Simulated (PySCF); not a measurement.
# MN15 on C⁺ (carbon, charge +1)

Configuration: [He] 2s2 2p1, 2P determinant. Computed with PySCF 2.14 in def2-TZVP (5s3p2d1f, 31 functions), with no relativity, point nucleus.

```json
{
  "Total energy": "-37.3938 hartree",
  "One-electron energy": "-47.5940 hartree",
  "Hartree (Coulomb) energy": "15.0291 hartree",
  "Exchange-correlation energy": "-4.8290 hartree",
  "Kinetic energy": "37.15001 hartree",
  "⟨S²⟩": "0.7508",
  "⟨L²⟩": "2.003",
  "Sum of ⟨r⟩": "4.951 bohr",
  "Sum of ⟨r²⟩": "8.067 bohr²",
  "Traceless quadrupole moment −½Σ⟨3z² − r²⟩ along its main axis": "-1.03 e·bohr²",
  "Density at the nucleus (Gaussians lack the cusp)": "124 bohr⁻³",
  "Spin density at the nucleus": "-0.248 bohr⁻³",
  "Langevin diamagnetic susceptibility": "-6.39 ×10⁻⁶ cm³/mol",
  "Time after the integrals": "0.34 s of wall time on 1 thread of Neoverse-N1 (shared host)"
}
```

```
shell  electrons  mean orbital energy (hartree)  rms radius, mean of both spins (bohr)
 1s α          1                      -10.73299                                  0.316
 1s β          1                      -10.71898                                  0.316
 2s α          1                       -1.05155                                   1.60
 2s β          1                       -0.98891                                   1.60
 2p α          1                       -0.74284                                   1.65
```
